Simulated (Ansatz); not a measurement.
A nudged elastic band was laid between two geometries of BBrH2 + ClH (6 atoms, charge 0, multiplicity 1).

Theory: RKS PBE0/def2-SVP (Ansatz 0.2.0).

| Quantity | Value |
| --- | --- |
| movable images | 9 |
| climbing image | yes |
| spring | 5.0 eV/Å² |
| optimiser | quadratic models (default) |
| start path | through a guess of the saddle point |
| force threshold | 0.05 eV/Å |
| iteration limit | 60 |
| end points | relaxed |

First end point:

```xyz
6
Properties=species:S:1:pos:R:3
B -0.589 -0.681 0.293
Br 0.784 -1.713 -0.553
H -1.555 -0.398 -0.362
H -0.504 -0.510 1.480
H 1.434 1.377 -0.725
Cl 0.429 1.925 -0.133
```

Last end point:

```xyz
6
Properties=species:S:1:pos:R:3
B -0.888 0.098 0.509
Br 1.509 -1.181 -0.931
H -1.607 -0.375 -0.331
H -0.554 -0.480 1.509
H 1.975 0.154 -1.101
Cl -0.434 1.784 0.345
```

**Question.** What changes between the two ends?

**Answer.** Bonds broken: B1–Br2, H5–Cl6. Bonds formed: B1–Cl6, Br2–H5. BBrH2 + ClH becomes BClH2 + BrH.

**Question.** Give the energies along the band, and the barrier.

**Answer.** The forces met the threshold. The highest image is number 5 of 0 to 10, 8.5 kcal/mol above the first end and 11.1 kcal/mol above the last; the last end lies 2.6 kcal/mol below the first. A vibrational analysis at the climbing image gives one clearly imaginary mode, 622i cm⁻¹: a first-order saddle point. The orbitals stay closed-shell, which can raise the energy where a bond breaks towards radicals; this wasn't checked here.

```csv
image,path coordinate (Å),energy (kcal/mol),B1–Br2 (Å),H5–Cl6 (Å),B1–Cl6 (Å)
0,0.00,0.0,1.92,1.29,2.83
1,0.27,0.2,1.93,1.29,2.70
2,0.54,1.1,1.95,1.30,2.52
3,0.81,3.1,1.99,1.31,2.31
4,1.08,6.2,2.06,1.38,2.11
5,1.35,8.5,2.16,1.58,1.97
6,1.66,5.3,2.34,1.91,1.87
7,1.96,0.9,2.59,2.23,1.80
8,2.26,-1.5,2.83,2.55,1.77
9,2.56,-2.4,2.97,2.89,1.76
10,2.86,-2.6,3.07,3.25,1.75
```

**Question.** What is the geometry of the highest image?

**Answer.** 
```xyz
6
Properties=species:S:1:pos:R:3
B -0.520 -0.180 0.285
Br 1.123 -1.163 -0.706
H -1.501 -0.344 -0.385
H -0.453 -0.449 1.453
H 1.148 0.508 -0.623
Cl 0.203 1.628 -0.024
```

**Question.** What are the harmonic wavenumbers there?

**Answer.** 622i, 266, 479, 486, 631, 735, 807, 1069, 1132, 1215, 2622, 2760 cm⁻¹.

The run took 57 s on 2 threads of AMD EPYC 9R45 96-Core Processor (Zen 5), with other jobs on the host, peak memory 0.18 GiB.
